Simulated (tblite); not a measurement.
Record of a relaxation.

Compound: C4H8FGaO2.
Numbering: `[CH3:1][O:2]/[C:3]([F:4])=[C:5](/[GaH2:6])[O:7][CH3:8]` (hydrogens: H9, H10, H11 on C1; H12, H13 on Ga6; H14, H15, H16 on C8)

Computed with GFN2-xTB (tblite), gas phase: L-BFGS steps from a force-field or distance-geometry start until the largest atomic force falls under 0.01 eV/Å. 4 of its 113 geometries are shown.

Step 0: E = -724.4827 eV, largest atomic force 3.285 eV/Å
```
atom  x, y, z in Å  |  force x, y, z in eV/Å
C1     -2.368    0.941    0.112   -0.667   0.307   0.336
O2     -1.258    0.299    0.669    1.296   0.177   0.499
C3     -0.004    0.813    0.354   -3.037  -1.109   0.580
F4      0.269    2.096    0.706    0.252   0.233  -0.117
C5      0.871    0.096   -0.290    1.231  -0.634  -0.320
Ga6     2.548    1.040   -0.656    0.249   0.048   0.705
O7      0.681   -1.204   -0.716    0.228   0.049  -0.299
C8      0.264   -2.191    0.191   -0.997  -1.206  -0.060
H9     -3.252    0.374    0.498    0.621   0.619  -0.267
H10    -2.346    1.982    0.502   -0.532  -0.340  -0.573
H11    -2.360    0.880   -0.993    0.036   0.249   0.402
H12     3.496    1.533    0.496   -0.012   0.162  -0.115
H13     3.004    0.874   -2.074    0.488   0.115  -0.818
H14     0.194   -3.143   -0.429   -0.015   1.068   0.611
H15    -0.761   -1.983    0.637    1.194  -0.127  -0.367
H16     1.014   -2.398    0.982   -0.337   0.391  -0.195
```

Step 37: E = -725.2341 eV, largest atomic force 0.242 eV/Å
```
atom  x, y, z in Å  |  force x, y, z in eV/Å
C1     -2.217    1.003    0.264   -0.053  -0.027  -0.025
O2     -1.093    0.367    0.863    0.081   0.045  -0.020
C3      0.053    0.524    0.217    0.014  -0.090   0.007
F4      0.395    1.957    0.029    0.003   0.009   0.053
C5      0.994   -0.216   -0.364    0.133   0.014   0.042
Ga6     2.424    1.190   -0.638    0.073   0.183   0.141
O7      1.065   -1.557   -0.486    0.007   0.046   0.010
C8      0.111   -2.378    0.173    0.082   0.053  -0.024
H9     -3.087    0.558    0.734   -0.131   0.066   0.053
H10    -2.184    2.080    0.443   -0.038   0.002   0.037
H11    -2.238    0.820   -0.812   -0.023  -0.029  -0.086
H12     3.043    1.966    0.577   -0.015  -0.152  -0.050
H13     3.063    1.498   -2.020   -0.017   0.020  -0.165
H14     0.061   -3.292   -0.415   -0.071  -0.070   0.064
H15    -0.871   -1.910    0.242    0.015  -0.027  -0.078
H16     0.472   -2.599    1.181   -0.059  -0.044   0.042
```

Step 75: E = -725.3911 eV, largest atomic force 0.072 eV/Å
```
atom  x, y, z in Å  |  force x, y, z in eV/Å
C1     -2.154    0.956    0.204    0.018   0.012   0.001
O2     -1.075    0.376    0.948    0.008   0.049  -0.021
C3      0.105    0.466    0.384   -0.002  -0.010  -0.024
F4      0.556    1.962    0.319   -0.006  -0.043   0.051
C5      1.085   -0.239   -0.167    0.053   0.015  -0.046
Ga6     2.365    1.283   -0.607    0.007  -0.033  -0.040
O7      1.136   -1.574   -0.342    0.028   0.021  -0.027
C8      0.055   -2.363    0.118   -0.019   0.008   0.050
H9     -3.068    0.714    0.742    0.026  -0.052  -0.005
H10    -2.032    2.040    0.158    0.004   0.012  -0.004
H11    -2.180    0.551   -0.811   -0.050  -0.016   0.016
H12     3.543    1.611    0.346   -0.011   0.033   0.016
H13     2.290    1.967   -2.005   -0.023  -0.027   0.050
H14     0.331   -3.393   -0.104   -0.053   0.003   0.007
H15    -0.879   -2.108   -0.390    0.026   0.006  -0.050
H16    -0.086   -2.239    1.195   -0.005   0.023   0.026
```

Step 112: E = -725.4057 eV, largest atomic force 0.009 eV/Å
```
atom  x, y, z in Å  |  force x, y, z in eV/Å
C1     -2.139    0.900    0.225   -0.001   0.003   0.000
O2     -1.028    0.363    0.951   -0.002  -0.003   0.002
C3      0.148    0.474    0.378   -0.001   0.001   0.006
F4      0.590    1.950    0.340    0.005  -0.004  -0.007
C5      1.135   -0.244   -0.151   -0.001   0.001   0.002
Ga6     2.403    1.275   -0.608    0.001   0.001  -0.001
O7      1.153   -1.583   -0.310   -0.002   0.002  -0.005
C8      0.006   -2.311    0.093    0.000   0.002   0.002
H9     -3.024    0.655    0.805    0.000  -0.003   0.001
H10    -2.041    1.984    0.133    0.003   0.004  -0.003
H11    -2.202    0.454   -0.772   -0.003  -0.003   0.000
H12     3.544    1.699    0.351    0.001   0.000   0.003
H13     2.289    1.921   -2.017   -0.002   0.000   0.001
H14     0.255   -3.363   -0.032    0.000   0.006   0.004
H15    -0.855   -2.061   -0.535    0.001   0.000   0.000
H16    -0.241   -2.104    1.137    0.001  -0.006  -0.004
```

**Question.** Summarise the path.

**Answer.** The energy falls by 21.28 kcal/mol from step 0 to step 112; nine tenths of that is first reached at step 55. It falls at every step. The largest force goes from 3.285 to 0.009 eV/Å. Among the bonds C3–F4 changes most, from 1.358 to 1.541 Å; the atoms move by 0.668 Å rms after alignment.

What follows is the cost of the whole relaxation. The run took 3.3 s wall, 2.2 s CPU on an Intel Xeon at 2.50 GHz with one thread, no GPU, shared host.
